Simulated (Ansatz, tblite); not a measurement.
Cost and result up the ladder for GaH₃ (4 atoms). Total charge 0; singlet. Geometry: r2SCAN-D4/def2-TZVP.

```tsv
atom	x (Å)	y (Å)	z (Å)
Ga1	0.000	0.000	-0.001
H2	-1.500	0.424	0.100
H3	0.430	-1.450	0.391
H4	1.071	1.026	-0.491
```

Ansatz on 4 threads of Arm Neoverse V2 on a shared host; xTB runs through tblite on one thread. Times are rough, summed over both states, and most runs start from the orbitals of an earlier one. PBE0-D4/def2-TZVP serves as the yardstick here, not as an exact answer. The other state is a doublet.

The xTB rows come from tblite. Correlated methods freeze 9 core orbitals; core or outer-core shells of Ga are correlated, in sets that lack core-valence functions.

Run but left out: PBE-D4/def2-TZVP (charge +1 doublet: an occupied level 0.20 eV above an empty one).

Correlated methods converge slowly with the basis.

Raw xTB energies of ions are shifted by several eV.

```
              level  functions  wall time  vertical IE (eV)  difference from PBE0-D4/def2-TZVP (eV)                                     remarks
           GFN2-xTB         12    0.002 s             15.03                                    3.87                                           –
           GFN1-xTB         15    0.003 s             15.58                                    4.41                                           –
  PBE0-D4/def2-TZVP         66        2 s             11.17                                    0.00                                           –
r2SCAN-D4/def2-TZVP         66      2.5 s             11.09                                   -0.08                                           –
 CCSD(T)/def2-TZVPP         90      3.7 s             11.38                                    0.21  spin-contaminated (⟨S²⟩ 0.84) (+1 doublet)
```
